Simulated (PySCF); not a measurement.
PySCF input for Si(Cl)2(Me)(NH2) (CH5Cl2NSi), SMILES [Si](C)(N)(Cl)Cl, PBE0-D3(BJ)/def2-SVP. Coordinates come from a PBE0-D3(BJ)/def2-SVP optimisation. One conformer was computed; it need not be the lowest.

```python
import numpy as np
from pyscf import gto, scf, dft, df
from pyscf.hessian import thermo

mol = gto.M(
    atom='''
    C     1.65058478   -1.17653912    0.34296922
    Si    0.03550291   -0.35195153   -0.02925249
    N    -1.16894027   -1.48970146   -0.44839986
    Cl    0.37944004    1.07806351   -1.50152889
    Cl   -0.67730319    0.67669630    1.61223606
    H     1.53032380   -1.89202526    1.16974838
    H     2.02082025   -1.71599993   -0.54280028
    H     2.40528299   -0.42808313    0.62450736
    H    -2.14010625   -1.19836547   -0.47986840
    H    -0.97061482   -2.18197676   -1.16309048
    ''',
    basis='def2-SVP',
    charge=0,
    spin=0,
    max_memory=1600,
    verbose=3,
)
mf = dft.RKS(mol, xc='pbe0').density_fit(auxbasis='def2-universal-jkfit')
mf.disp = 'd3bj'
mf.grids.level = 3
mf.conv_tol = 1e-11
mf.max_cycle = 100
mf.kernel()

# analytic Hessian; the response equations are solved on a coarser grid
h, args, fine = mf.Hessian(), (mf.mo_energy, mf.mo_coeff, mf.mo_occ), mf.grids
h.max_memory = max(150, 2.5e-5 * df.make_auxmol(mol, mf.with_df.auxbasis).nao * mol.nelec[0] * (mol.nelec[0] + mol.nao))  # MB; small integral blocks
h1ao = h.make_h1(mf.mo_coeff, mf.mo_occ)
mf.grids = dft.Grids(mol).set(level=1).build(with_non0tab=True)
mo1, mo_e1 = h.solve_mo1(*args, h1ao)
mf.grids = fine
hess = h.hess_elec(*args, mo1, mo_e1, h1ao) + h.hess_nuc()
if mf.do_disp():
    hess += h.get_dispersion()
for i in range(mol.natm):  # the analytic DFT Hessian lacks the response of the grid: restore translational invariance
    hess[i, i] -= hess[i].sum(axis=0)
hess = (hess + hess.transpose(1, 0, 3, 2)) / 2
vib = thermo.harmonic_analysis(mol, hess, imaginary_freq=False)
thermo.dump_normal_mode(mol, vib)
th = thermo.thermo(mf, vib['freq_au'][vib['freq_au'] > 0], 298.15, 101325)
thermo.dump_thermo(mol, th)
g0 = mf.nuc_grad_method().set(verbose=0).kernel()

# dipole derivatives [dipole axis, atom, xyz] from the same response
r, irp = mol.intor('int1e_r'), mol.intor('int1e_irp').reshape(3, 3, mol.nao, mol.nao)
sl, dm0, ok = mol.aoslice_by_atom(), np.array(mf.make_rdm1()), []
dmu = np.einsum('a,xt->xat', mol.atom_charges(), np.eye(3))
for a, (_, _, p0, p1) in enumerate(sl):
    dmu[:, a] += 2 * np.einsum('xtij,ij->xt', irp[:, :, :, p0:p1], dm0.reshape(-1, mol.nao, mol.nao).sum(0)[:, p0:p1])
    for u, c, occ, f in [(mo1, mf.mo_coeff, mf.mo_occ, 4)]:
        dmu[:, a] -= f * np.einsum('tui,xuv,vi->xt', u[a], r, c[:, occ > 0], optimize=True)
L = vib['norm_mode']
ir = 974.8801 * (np.einsum('xat,kat->kx', dmu, L) ** 2).sum(1)       # km/mol
apt = np.einsum('xax->a', dmu) / 3

# polarisability derivatives from nuclear gradients in small electric fields
h0, F = mf.get_hcore(), 0.005
def in_field(f, guess):
    m = mf.copy()
    m.verbose, m.conv_tol, m.conv_tol_grad = 0, 1e-11, 2e-7
    m.get_hcore = lambda *a: h0 + np.einsum('x,xij->ij', f, r)
    m.kernel(guess)
    ok.append(m.converged)
    dm = np.array(m.make_rdm1())
    g = m.nuc_grad_method().kernel() - np.outer(mol.atom_charges(), f)
    for a, (_, _, p0, p1) in enumerate(sl):
        g[a] -= 2 * np.einsum('x,xtij,ij->t', f, irp[:, :, :, p0:p1], dm[:, p0:p1])
    return g, -np.einsum('xij,ij->x', r, dm), dm
E = np.eye(3) * F
g0, _, dm0 = in_field(np.zeros(3), dm0)
gp = [in_field(e, dm0) for e in E]
gm = [in_field(-e, 2 * dm0 - p[2]) for e, p in zip(E, gp)]
alpha = np.array([(p[1] - q[1]) / (2 * F) for p, q in zip(gp, gm)])  # bohr^3
check = abs(np.array([-(p[0] - q[0]) / (2 * F) for p, q in zip(gp, gm)]) - dmu).max()
print('static polarisability / bohr^3:', alpha.round(3))
print('largest difference of analytic and finite-field dipole derivatives / e:', check)
da = np.zeros((3, 3, mol.natm, 3))
for x in range(3):
    da[x, x] = -(gp[x][0] + gm[x][0] - 2 * g0) / F**2
for x, y in ((0, 1), (0, 2), (1, 2)):
    up, down = in_field(E[x] + E[y], gp[x][2] + gp[y][2] - dm0), in_field(-E[x] - E[y], gm[x][2] + gm[y][2] - dm0)
    both = -(up[0] + down[0] - 2 * g0) / F**2
    da[x, y] = da[y, x] = (both - da[x, x] - da[y, y]) / 2
aq = np.einsum('xyat,kat->kxy', da, L) * 0.529177210903**2           # A^2/amu^1/2
a = np.einsum('kxx->k', aq) / 3
g2 = 1.5 * (aq**2).sum((1, 2)) - 4.5 * a**2
raman, depol = 45 * a**2 + 7 * g2, 3 * g2 / (45 * a**2 + 4 * g2 + 1e-12)
print('mode   freq/cm-1   IR/(km/mol)   Raman/(A^4/amu)   depolarisation')
for k, w in enumerate(vib['freq_wavenumber']):
    print(f'{k + 1:4d} {w:11.2f} {ir[k]:13.3f} {raman[k]:17.3f} {depol[k]:16.3f}')
print('max |gradient| / (hartree/bohr):', abs(g0).max())
print('APT charges:', apt.round(4))
```

It prints:

```
converged SCF energy = -1304.93783134439

WARN: DFTD3 does not support analytical Hessian, using finite difference


WARN: Mole.unit (angstrom) is changed to Bohr

Mode                                 0                   1                   2
Irrep
Freq [cm^-1]                      131.3861            152.5216            163.3713
Reduced mass [au]                   1.9355              1.0891              3.1893
Force const [Dyne/A]                0.0197              0.0149              0.0502
Char temp [K]                     189.0354            219.4447            235.0549
Normal mode                   x     y     z       x     y     z       x     y     z
       0   C                -0.03 -0.08  0.01   -0.00 -0.03 -0.02    0.04 -0.02 -0.14
       1  Si                -0.00 -0.02 -0.00    0.01 -0.00 -0.00    0.01 -0.01  0.02
       2   N                 0.05 -0.06 -0.03    0.02 -0.02  0.00   -0.00 -0.03  0.10
       3  Cl                -0.04  0.03  0.04   -0.00  0.02  0.02    0.04  0.01  0.04
       4  Cl                 0.03  0.05 -0.03   -0.01  0.01 -0.02   -0.05  0.03 -0.04
       5   H                -0.09 -0.15 -0.06    0.11  0.35  0.32    0.12 -0.16 -0.25
       6   H                 0.01 -0.00 -0.02   -0.30 -0.48  0.13   -0.02  0.13 -0.26
       7   H                -0.04 -0.12  0.12    0.17 -0.01 -0.55    0.05 -0.05 -0.10
       8   H                 0.06 -0.06 -0.42    0.01 -0.04  0.01   -0.02 -0.07  0.23
       9   H                 0.26 -0.31  0.28    0.03 -0.04  0.03   -0.07 -0.05  0.09
Mode                                 3                   4                   5
Irrep
Freq [cm^-1]                      212.7477            230.7134            255.6110
Reduced mass [au]                   2.4264              3.5509              3.2655
Force const [Dyne/A]                0.0647              0.1114              0.1257
Char temp [K]                     306.0966            331.9452            367.7673
Normal mode                   x     y     z       x     y     z       x     y     z
       0   C                -0.02  0.04 -0.08   -0.02 -0.12 -0.00    0.06 -0.00 -0.04
       1  Si                -0.04  0.04  0.02    0.06  0.05  0.03    0.02 -0.03  0.05
       2   N                 0.01  0.01 -0.02    0.08  0.03  0.02    0.01  0.05 -0.12
       3  Cl                 0.04 -0.04 -0.04   -0.03  0.01 -0.05   -0.04 -0.06  0.04
       4  Cl                -0.02 -0.01  0.07   -0.05 -0.01  0.02   -0.01  0.05  0.00
       5   H                 0.10  0.04 -0.07   -0.17 -0.18 -0.07    0.18 -0.03 -0.05
       6   H                -0.11  0.06 -0.13   -0.12 -0.13 -0.05   -0.02  0.04 -0.10
       7   H                 0.00  0.06 -0.17    0.13 -0.30  0.07    0.06  0.02 -0.10
       8   H                 0.02 -0.02 -0.38    0.08  0.03  0.06    0.03  0.13 -0.15
       9   H                 0.23 -0.21  0.25    0.07  0.12 -0.06    0.01  0.25 -0.32
Mode                                 6                   7                   8
Irrep
Freq [cm^-1]                      288.2625            427.7885            482.7640
Reduced mass [au]                   2.2373              1.4620              9.8724
Force const [Dyne/A]                0.1095              0.1576              1.3556
Char temp [K]                     414.7456            615.4924            694.5899
Normal mode                   x     y     z       x     y     z       x     y     z
       0   C                 0.07 -0.00  0.02    0.01 -0.01  0.01    0.08 -0.05  0.02
       1  Si                 0.06 -0.02  0.00    0.01  0.00 -0.01    0.01 -0.09  0.00
       2   N                -0.07  0.12  0.04    0.03  0.09 -0.11   -0.05 -0.05 -0.03
       3  Cl                -0.02 -0.00  0.00   -0.01 -0.02  0.01    0.01  0.06 -0.06
       4  Cl                -0.02 -0.04 -0.03   -0.00  0.01  0.01   -0.03  0.05  0.06
       5   H                 0.11  0.03  0.05   -0.01 -0.01 -0.00    0.15 -0.04  0.04
       6   H                 0.11 -0.01  0.04    0.01 -0.00  0.01    0.13 -0.03  0.03
       7   H                 0.03  0.05 -0.01    0.01 -0.02  0.02    0.01  0.02  0.00
       8   H                 0.01  0.35 -0.27   -0.11 -0.37  0.51   -0.04 -0.01  0.01
       9   H                -0.09 -0.22  0.37   -0.09 -0.37  0.32   -0.11 -0.08 -0.02
Mode                                 9                  10                  11
Irrep
Freq [cm^-1]                      570.4048            722.2554            756.4275
Reduced mass [au]                   7.8091              2.2160              1.5573
Force const [Dyne/A]                1.4970              0.6811              0.5250
Char temp [K]                     820.6855           1039.1647           1088.3307
Normal mode                   x     y     z       x     y     z       x     y     z
       0   C                 0.01  0.00 -0.03   -0.14  0.09 -0.00    0.09  0.05  0.08
       1  Si                 0.04  0.01 -0.13    0.06 -0.07  0.01   -0.03  0.04 -0.01
       2   N                 0.00 -0.03  0.02    0.05 -0.01 -0.02   -0.04 -0.07 -0.03
       3  Cl                -0.01 -0.04  0.05    0.00  0.01 -0.01    0.00 -0.00  0.01
       4  Cl                -0.03  0.04  0.06   -0.00  0.01  0.01    0.01 -0.00 -0.00
       5   H                -0.16  0.08  0.01   -0.15  0.02 -0.07    0.01 -0.16 -0.11
       6   H                 0.13 -0.09  0.08   -0.34  0.14 -0.12   -0.34  0.04 -0.11
       7   H                -0.00 -0.01  0.06   -0.06  0.02 -0.06    0.47 -0.33  0.02
       8   H                 0.05  0.13 -0.06    0.15  0.32  0.08    0.01  0.14 -0.01
       9   H                -0.07  0.01 -0.04   -0.27 -0.15  0.04   -0.25 -0.17  0.01
Mode                                12                  13                  14
Irrep
Freq [cm^-1]                      808.5696            873.3618            917.3200
Reduced mass [au]                   1.4371              1.5554              4.8414
Force const [Dyne/A]                0.5536              0.6990              2.4003
Char temp [K]                    1163.3516           1256.5732           1319.8193
Normal mode                   x     y     z       x     y     z       x     y     z
       0   C                 0.04  0.07 -0.10    0.02 -0.07 -0.03   -0.04 -0.02 -0.02
       1  Si                -0.00 -0.02  0.05   -0.06  0.04  0.02    0.09  0.07  0.04
       2   N                -0.02 -0.01 -0.02    0.08 -0.04 -0.03   -0.11 -0.11 -0.05
       3  Cl                 0.01  0.00 -0.00    0.00 -0.00 -0.00   -0.00 -0.00  0.00
       4  Cl                 0.00  0.00 -0.01    0.00 -0.00 -0.01   -0.00 -0.00 -0.00
       5   H                -0.60  0.24 -0.04    0.11  0.05  0.08    0.03  0.05  0.05
       6   H                 0.18 -0.28  0.18    0.29 -0.08  0.09    0.07  0.04 -0.00
       7   H                 0.15 -0.17  0.24   -0.16  0.10  0.02   -0.19  0.14 -0.03
       8   H                -0.02 -0.00 -0.02    0.22  0.45  0.13   -0.13 -0.14 -0.05
       9   H                -0.02 -0.04  0.01   -0.40 -0.20  0.01   -0.18 -0.14 -0.04
Mode                                15                  16                  17
Irrep
Freq [cm^-1]                     1271.8326           1421.3150           1423.7825
Reduced mass [au]                   1.2884              1.0468              1.0481
Force const [Dyne/A]                1.2279              1.2460              1.2519
Char temp [K]                    1829.8839           2044.9558           2048.5060
Normal mode                   x     y     z       x     y     z       x     y     z
       0   C                -0.12  0.06 -0.03   -0.02 -0.05 -0.00   -0.01  0.00  0.06
       1  Si                 0.01 -0.01  0.00   -0.00 -0.00 -0.00   -0.00  0.00  0.01
       2   N                -0.01 -0.00 -0.00   -0.00 -0.00 -0.00   -0.00 -0.00 -0.00
       3  Cl                -0.00  0.00 -0.00    0.00  0.00  0.00    0.00 -0.00 -0.00
       4  Cl                -0.00  0.00  0.00    0.00  0.00 -0.00   -0.00  0.00 -0.00
       5   H                 0.49 -0.09 -0.06   -0.10  0.44  0.40   -0.37 -0.28 -0.25
       6   H                 0.39 -0.13  0.29    0.22  0.57 -0.27    0.38  0.14  0.13
       7   H                 0.31 -0.39  0.05    0.24 -0.28 -0.07    0.16  0.10 -0.68
       8   H                -0.01 -0.01  0.00    0.00  0.02  0.02    0.01  0.02  0.01
       9   H                 0.01  0.00 -0.00    0.03  0.01  0.00    0.01 -0.01  0.01
Mode                                18                  19                  20
Irrep
Freq [cm^-1]                     1537.3102           3065.6221           3172.1370
Reduced mass [au]                   1.1222              1.0359              1.1023
Force const [Dyne/A]                1.5626              5.7361              6.5351
Char temp [K]                    2211.8471           4410.7477           4563.9988
Normal mode                   x     y     z       x     y     z       x     y     z
       0   C                 0.00  0.00 -0.00   -0.04  0.03 -0.00   -0.00  0.03  0.08
       1  Si                 0.00  0.01 -0.00    0.00 -0.00  0.00   -0.00  0.00  0.00
       2   N                -0.06 -0.05 -0.04   -0.00 -0.00 -0.00   -0.00 -0.00 -0.00
       3  Cl                -0.00 -0.00  0.00   -0.00  0.00 -0.00   -0.00  0.00 -0.00
       4  Cl                 0.00 -0.00 -0.00   -0.00  0.00  0.00    0.00 -0.00 -0.00
       5   H                 0.01 -0.01 -0.00   -0.07 -0.36  0.42    0.05  0.31 -0.34
       6   H                -0.03 -0.02 -0.00    0.20 -0.30 -0.50    0.25 -0.36 -0.59
       7   H                -0.02  0.01  0.02    0.35  0.36  0.13   -0.27 -0.26 -0.09
       8   H                 0.09  0.48  0.45    0.00 -0.00 -0.00    0.00 -0.00 -0.00
       9   H                 0.65  0.01  0.12   -0.00  0.00  0.00   -0.00  0.00  0.00
Mode                                21                  22                  23
Irrep
Freq [cm^-1]                     3185.7990           3605.9742           3707.3512
Reduced mass [au]                   1.1039              1.0503              1.0962
Force const [Dyne/A]                6.6010              8.0465              8.8772
Char temp [K]                    4583.6554           5188.1940           5334.0529
Normal mode                   x     y     z       x     y     z       x     y     z
       0   C                -0.04 -0.07  0.02   -0.00  0.00 -0.00   -0.00  0.00 -0.00
       1  Si                -0.00 -0.00  0.00   -0.00 -0.00  0.00    0.00 -0.00 -0.00
       2   N                 0.00  0.00 -0.00    0.04  0.02  0.04    0.06 -0.05 -0.03
       3  Cl                 0.00  0.00 -0.00   -0.00 -0.00  0.00    0.00 -0.00 -0.00
       4  Cl                 0.00  0.00 -0.00    0.00 -0.00 -0.00   -0.00  0.00  0.00
       5   H                 0.06  0.41 -0.48   -0.00 -0.00  0.00   -0.00 -0.00  0.00
       6   H                -0.02  0.00  0.02    0.00 -0.00 -0.00    0.00  0.00  0.00
       7   H                 0.49  0.48  0.19   -0.00 -0.00 -0.00   -0.00 -0.00 -0.00
       8   H                -0.00  0.00 -0.00   -0.64  0.20 -0.00   -0.66  0.19 -0.02
       9   H                 0.00 -0.00  0.00    0.15 -0.49 -0.49   -0.12  0.45  0.46
temperature 298.1500 [K]
pressure 101325.00 [Pa]
Rotational constants [GHz] 2.59251 1.86394 1.59030
Symmetry number 1
Zero-point energy (ZPE) 0.06694 [Eh]   175759.111 [J/mol]
                           tot       elec      trans        rot        vib
Entropy [J/mol/K]       363.724      0.000    169.456    117.685     76.583
Cv [J/mol/K]            109.271      0.000     12.472     12.472     84.327
Cp [J/mol/K]            117.585      0.000     20.786     12.472     84.327
Internal energy [J/mol]                      3718.434   3718.434 188924.600
Internal energy [Eh]   -1304.86304  -1304.93783
Enthalpy [J/mol]                             6197.391   3718.434 188924.600
Enthalpy [Eh]          -1304.86210
Gibbs free energy [J/mol]                  -44326.013 -31369.222 166091.490
Gibbs free energy [Eh] -1304.90340
static polarisability / bohr^3: [[51.371 -0.762 -2.965]
 [-0.764 53.977 -0.058]
 [-2.965 -0.058 55.538]]
largest difference of analytic and finite-field dipole derivatives / e: 0.000646764231341912
mode   freq/cm-1   IR/(km/mol)   Raman/(A^4/amu)   depolarisation
   1      131.39        10.725             1.895            0.735
   2      152.52         0.690             0.203            0.747
   3      163.37         2.585             2.082            0.749
   4      212.75         0.317             0.992            0.726
   5      230.71         8.837             2.021            0.646
   6      255.61         6.936             3.444            0.696
   7      288.26        21.605             2.633            0.723
   8      427.79       157.522             1.765            0.086
   9      482.76        43.985            10.245            0.016
  10      570.40       174.582             2.576            0.641
  11      722.26        32.367             5.524            0.220
  12      756.43        16.392             3.088            0.223
  13      808.57        88.459             0.767            0.635
  14      873.36       117.263             0.475            0.428
  15      917.32       147.177             3.247            0.304
  16     1271.83        37.268             0.504            0.226
  17     1421.31         5.907            10.778            0.748
  18     1423.78         4.276            10.528            0.746
  19     1537.31        63.178             4.901            0.712
  20     3065.62         0.285           130.297            0.004
  21     3172.14         0.522            80.078            0.746
  22     3185.80         0.124            73.722            0.750
  23     3605.97        47.066           121.818            0.119
  24     3707.35        46.573            74.529            0.750
max |gradient| / (hartree/bohr): 4.754628232758252e-05
APT charges: [-0.4376  1.9504 -0.8899 -0.6098 -0.5564  0.0393  0.0361  0.0524  0.2101
  0.2054]
```

The calculation finished and met its thresholds.
